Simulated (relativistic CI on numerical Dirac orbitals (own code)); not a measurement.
Hyperfine structure of Kr XIX, mass number 85

Computed by Dirac-Coulomb-Breit CI, KLI orbitals optimised for each configuration, model QED, unscaled Slater integrals (own radial code, finite nucleus).

Configurations in the expansion (outside the closed core [Ne]): 3s2 3p6, 3s2 3p5 3d, 3s 3p6 3d, 3s2 3p5 4s, 3s2 3p5 4p, 3s2 3p5 4d, 3s 3p6 4s, 3s2 3p5 4f, 3p6 3d2, 3p5 3d3, 3p5 3d2 4s, 3p5 3d2 4p, 3p5 3d2 4d, 3p6 3d 4s, 3p5 3d 4s2, 3p5 3d 4s 4p, 3p5 3d 4s 4d. Double excitations out of closed p, d and f shells are left out; levels of such configurations are missing from the list, as are those of other unlisted configurations, and high levels can miss mixing partners. These lack a partner that the ground configuration has and come out too high: 3s2 3p5 4f.

Nuclear spin I = 9/2, μ = -1.0055 μN, Q = 0.443 b (tables of Stone and Pyykkö). The electronic factors are computed for point nuclear moments, without core polarisation or the Bohr-Weisskopf and QED corrections.

| Level | E (cm⁻¹) | A (MHz) | B (MHz) |
| --- | --- | --- | --- |
| 3s2 3p5 3d 3P°_1 | 720754 | -703.3 | 1360 |
| 3s2 3p5 3d 3P°_2 | 746050 | -384.1 | 1980 |
| 3s2 3p5 3d 3F°_4 | 754572 | -1625 | -9630 |
| 3s2 3p5 3d 3F°_3 | 756960 | -2455 | -10600 |
| 3s2 3p5 3d 3F°_2 | 776034 | -2802 | -4280 |
| 3s2 3p5 3d 3D°_3 | 810007 | -1444 | 4210 |
| 3s2 3p5 3d 3D°_1 | 839095 | 236.7 | 3490 |
| 3s2 3p5 3d 3D°_2 | 869476 | 1356 | 6700 |

Levels with J = 0, under 50 % of one LS term, or S terms without an open s electron are left out. Small factors come from cancelling terms and can be off by tens of per cent or more.

At this charge energies of transitions that change n are usually good to better than 1 %, and those within a shell (Δn = 0) to a few per cent.

Task: Give the hyperfine levels of 3s2 3p5 3d 3F°_4 relative to its centre of gravity.

Result: With K = F(F + 1) − I(I + 1) − J(J + 1), E = AK/2 + B[¾K(K + 1) − I(I + 1)J(J + 1)]/[2I(2I − 1)J(2J − 1)]: F = 1/2: 31340, F = 3/2: 29800, F = 5/2: 27100, F = 7/2: 23020, F = 9/2: 17250, F = 11/2: 9420, F = 13/2: -956.9, F = 15/2: -14440, F = 17/2: -31660 MHz.

LS names give the leading component of a level, which can be under half, so a name can repeat, a term be missing and a line seem to break the LS rules.
